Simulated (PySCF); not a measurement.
InFI2, SMILES [I][In]([F])[I].

The structure is a stationary point at PBE0-D3(BJ)/def2-SVP. The structure was generated by enumeration; whether it is a known compound was not checked. The def2 effective core potentials stand for the cores of I, In; spin–orbit coupling is left out.

The numbers are results of PBE0-D3(BJ)/def2-SVP in PySCF 2.14.0, not measurements.

Frequencies are harmonic and unscaled.

| mode | ν (cm⁻¹) | IR (km/mol) | Raman (Å⁴/amu) | depolarisation | moving atoms (share of kinetic energy) |
|---|---|---|---|---|---|
| 1 | 49 | 1.0 | 3.0 | 0.67 | I 64 %, In 31 % |
| 2 | 93 | 12.6 | 0.1 | 0.75 | In 49 %, F 43 %, I 8 % |
| 3 | 115 | 21.3 | 1.5 | 0.75 | F 87 %, I 11 % |
| 4 | 178 | 2.6 | 16.3 | 0.17 | I 71 %, In 25 % |
| 5 | 245 | 54.1 | 2.1 | 0.75 | In 65 %, I 35 % |
| 6 | 618 | 65.3 | 9.1 | 0.20 | F 86 %, In 14 % |
